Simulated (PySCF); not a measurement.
AlO (SMILES [O]=[Al]), doublet, geometry from GFN2-xTB (such geometries of metal compounds can be far from the true shape); CCSD/STO-3G (PySCF).

Here is a job for PySCF.
```python
from pyscf import gto, scf, cc

mol = gto.Mole()
mol.atom = '''
    Al   -0.000000   -0.000000   -0.598151
    O     0.000000    0.000000    0.971996
'''
mol.basis = 'sto-3g'
mol.charge = 0
mol.spin = 1
mol.verbose = 4
mol.build()

mf = scf.UHF(mol)
mf.kernel()

mycc = cc.CCSD(mf)
mycc.kernel()
print('E(CCSD) = %.10f' % mycc.e_tot)
mf.analyze()
```

Write the output that PySCF gives for this input, abridged.


```
PySCF version 2.14.0

[INPUT] verbose = 4
[INPUT] num. atoms = 2
[INPUT] num. electrons = 21
[INPUT] charge = 0
[INPUT] spin (= nelec alpha-beta = 2S) = 1
[INPUT] symmetry False subgroup None
[INPUT] Mole.unit = angstrom
[INPUT] Symbol           X                Y                Z      unit          X                Y                Z       unit  Magmom
[INPUT]  1 Al     0.000000000000   0.000000000000  -0.598151000000 AA    0.000000000000   0.000000000000  -1.130341571135 Bohr   0.0
[INPUT]  2 O      0.000000000000   0.000000000000   0.971996000000 AA    0.000000000000   0.000000000000   1.836806234173 Bohr   0.0

nuclear repulsion = 35.0504952311344
number of shells = 8
number of NR pGTOs = 42
number of NR cGTOs = 14
basis = sto-3g
ecp = {}

******** <class 'pyscf.scf.uhf.UHF'> ********
method = UHF
initial guess = minao
damping factor = 0
level_shift factor = 0
DIIS = <class 'pyscf.scf.diis.CDIIS'>
diis_start_cycle = 1
diis_space = 8
diis_damp = 0
SCF conv_tol = 1e-09
SCF conv_tol_grad = None
SCF max_cycles = 50
direct_scf = True
direct_scf_tol = 1e-13
number electrons alpha = 11  beta = 10
Set gradient conv threshold to 3.16228e-05
init E= -312.429577081333

cycle= 1 E= -312.467989527924  delta_E= -0.0384  |g|= 0.487  |ddm|= 1.52
cycle= 2 E= -312.098834813077  delta_E= 0.369  |g|= 1.08  |ddm|=  1.9
cycle= 3 E= -312.73817491761  delta_E= -0.639  |g|= 0.0978  |ddm|= 0.994
cycle= 4 E= -312.751767230785  delta_E= -0.0136  |g|= 0.0381  |ddm|= 0.23
cycle= 5 E= -312.75515928415  delta_E= -0.00339  |g|= 0.0345  |ddm|= 0.0879
cycle= 6 E= -312.764618516784  delta_E= -0.00946  |g|= 0.0268  |ddm|= 0.278
cycle= 7 E= -312.769666229046  delta_E= -0.00505  |g|= 0.0185  |ddm|= 0.466
cycle= 8 E= -312.768892146973  delta_E= 0.000774  |g|= 0.0176  |ddm|= 0.275
cycle= 9 E= -312.770249911186  delta_E= -0.00136  |g|= 0.00964  |ddm|= 0.234
cycle= 10 E= -312.770493552823  delta_E= -0.000244  |g|= 0.00162  |ddm|= 0.0503
cycle= 11 E= -312.770500136243  delta_E= -6.58e-06  |g|= 0.00051  |ddm|= 0.0115
cycle= 12 E= -312.770500636913  delta_E= -5.01e-07  |g|= 7.88e-05  |ddm|= 0.00268
cycle= 13 E= -312.770500645699  delta_E= -8.79e-09  |g|= 3.52e-05  |ddm|= 0.00034
cycle= 14 E= -312.770500649566  delta_E= -3.87e-09  |g|= 1.33e-05  |ddm|= 0.000356
cycle= 15 E= -312.77050065013  delta_E= -5.64e-10  |g|= 2.78e-07  |ddm|= 9.57e-05
Extra cycle  E= -312.77050065013  delta_E=    0  |g|= 1.4e-07  |ddm|= 6.78e-07
converged SCF energy = -312.77050065013  <S^2> = 0.77228856  2S+1 = 2.0221657

******** <class 'pyscf.cc.uccsd.UCCSD'> ********
CC2 = 0
CCSD nocc = (np.int64(11), np.int64(10)), nmo = (14, 14)
max_cycle = 50
direct = 0
conv_tol = 1e-07
conv_tol_normt = 1e-06
diis_space = 6
diis_start_cycle = 0
diis_start_energy_diff = 1e+09
Init t2, MP2 energy = -0.0609838162463828
Init E_corr(UCCSD) = -0.0609838162464001
cycle = 1  E_corr(UCCSD) = -0.0647203057778814  dE = -0.00373648953  norm(t1,t2) = 0.117418
cycle = 2  E_corr(UCCSD) = -0.0756556139911292  dE = -0.0109353082  norm(t1,t2) = 0.0630995
cycle = 3  E_corr(UCCSD) = -0.077481597586848  dE = -0.0018259836  norm(t1,t2) = 0.0517486
cycle = 4  E_corr(UCCSD) = -0.0901171086116077  dE = -0.012635511  norm(t1,t2) = 0.04111
cycle = 5  E_corr(UCCSD) = -0.0915580474120268  dE = -0.0014409388  norm(t1,t2) = 0.0183618
cycle = 6  E_corr(UCCSD) = -0.0935565408019638  dE = -0.00199849339  norm(t1,t2) = 0.00655497
cycle = 7  E_corr(UCCSD) = -0.0933903217375041  dE = 0.000166219064  norm(t1,t2) = 0.0030169
cycle = 8  E_corr(UCCSD) = -0.0933447212652465  dE = 4.56004723e-05  norm(t1,t2) = 0.00115516
cycle = 9  E_corr(UCCSD) = -0.0934639877666066  dE = -0.000119266501  norm(t1,t2) = 0.000601669
cycle = 10  E_corr(UCCSD) = -0.0934509518258908  dE = 1.30359407e-05  norm(t1,t2) = 0.000137165
cycle = 11  E_corr(UCCSD) = -0.0934463124366837  dE = 4.63938921e-06  norm(t1,t2) = 8.17944e-05
cycle = 12  E_corr(UCCSD) = -0.0934452575146085  dE = 1.05492208e-06  norm(t1,t2) = 4.94671e-05
cycle = 13  E_corr(UCCSD) = -0.0934436627249431  dE = 1.59478967e-06  norm(t1,t2) = 2.78663e-05
cycle = 14  E_corr(UCCSD) = -0.0934436436162488  dE = 1.91086943e-08  norm(t1,t2) = 1.39312e-05
cycle = 15  E_corr(UCCSD) = -0.093444018737334  dE = -3.75121085e-07  norm(t1,t2) = 5.22351e-06
cycle = 16  E_corr(UCCSD) = -0.0934442080346754  dE = -1.89297341e-07  norm(t1,t2) = 1.85353e-06
cycle = 17  E_corr(UCCSD) = -0.0934442716851446  dE = -6.36504691e-08  norm(t1,t2) = 5.38609e-07
UCCSD converged
E(UCCSD) = -312.8639449218151  E_corr = -0.09344427168514456
E(CCSD) = -312.8639449218
**** SCF Summaries ****
Total Energy =                        -312.770500650129975
Nuclear Repulsion Energy =              35.050495231134413
One-electron Energy =                 -509.744960395550777
Two-electron Energy =                  161.923964514286382
Two-electron Coulomb Energy =          188.686964557149707
DFT Exchange-Correlation Energy =      -26.763000042863325
**** MO energy ****
                             alpha | beta                alpha | beta
MO #1   energy= -57.6692574670378  | -57.6675553810487  occ= 1 | 1
MO #2   energy= -20.0533815459923  | -20.0319637915558  occ= 1 | 1
MO #3   energy= -4.63073432584602  | -4.6280372818759   occ= 1 | 1
MO #4   energy= -2.85882360027836  | -2.84400342422717  occ= 1 | 1
MO #5   energy= -2.84333111253931  | -2.84400342422717  occ= 1 | 1
MO #6   energy= -2.84333111253931  | -2.83601747060694  occ= 1 | 1
MO #7   energy= -1.13600254727611  | -1.00215314861277  occ= 1 | 1
MO #8   energy= -0.457555218436131 | -0.258138537091144 occ= 1 | 1
MO #9   energy= -0.3083090902006   | -0.258138537091141 occ= 1 | 1
MO #10  energy= -0.308309090200597 | -0.217716097347317 occ= 1 | 1
MO #11  energy= -0.200268276508792 | 0.309358082434029  occ= 1 | 0
MO #12  energy= 0.404287913479962  | 0.408626854656646  occ= 0 | 0
MO #13  energy= 0.404287913479969  | 0.408626854656648  occ= 0 | 0
MO #14  energy= 0.73101468398643   | 0.842206058389176  occ= 0 | 0

To work with the spin densities directly, `use mulliken_meta_spin()` only printing them here.

 ** Mulliken spin pop alpha/beta on meta-lowdin orthogonal AOs **
 ** Mulliken Spin Density (per AO)  **
spin_pop of  0 Al 1s        0.00000
spin_pop of  0 Al 2s        0.00003
spin_pop of  0 Al 3s       -0.01920
spin_pop of  0 Al 2px      -0.00003
spin_pop of  0 Al 2py      -0.00003
spin_pop of  0 Al 2pz       0.00058
spin_pop of  0 Al 3px      -0.02706
spin_pop of  0 Al 3py      -0.02706
spin_pop of  0 Al 3pz       0.23777
spin_pop of  1 O 1s       -0.00001
spin_pop of  1 O 2s        0.00684
spin_pop of  1 O 2px       0.02709
spin_pop of  1 O 2py       0.02709
spin_pop of  1 O 2pz       0.77398
 ** Mulliken Spin Density (per atom)  **
spin density of  0 Al =      0.16501
spin density of  1 O =      0.83499
 ** Mulliken pop alpha/beta on meta-lowdin orthogonal AOs **
 ** Mulliken pop       alpha | beta **
pop of  0 Al 1s        1.00000 | 1.00000
pop of  0 Al 2s        0.99999 | 0.99996
pop of  0 Al 3s        0.88286 | 0.90206
pop of  0 Al 2px       0.99933 | 0.99935
pop of  0 Al 2py       0.99933 | 0.99935
pop of  0 Al 2pz       0.99958 | 0.99900
pop of  0 Al 3px       0.08753 | 0.11459
pop of  0 Al 3py       0.08753 | 0.11459
pop of  0 Al 3pz       0.34902 | 0.11125
pop of  1 O 1s        0.99997 | 0.99997
pop of  1 O 2s        0.90616 | 0.89933
pop of  1 O 2px       0.91314 | 0.88606
pop of  1 O 2py       0.91314 | 0.88606
pop of  1 O 2pz       0.86242 | 0.08844
In total            11.00000 | 10.00000
 ** Mulliken atomic charges   ( Nelec_alpha | Nelec_beta ) **
charge of  0Al =      0.35468  (     6.40516      6.24015 )
charge of  1O =     -0.35468  (     4.59484      3.75985 )
Dipole moment(X, Y, Z, Debye): -0.00000, -0.00000, -1.86541
```
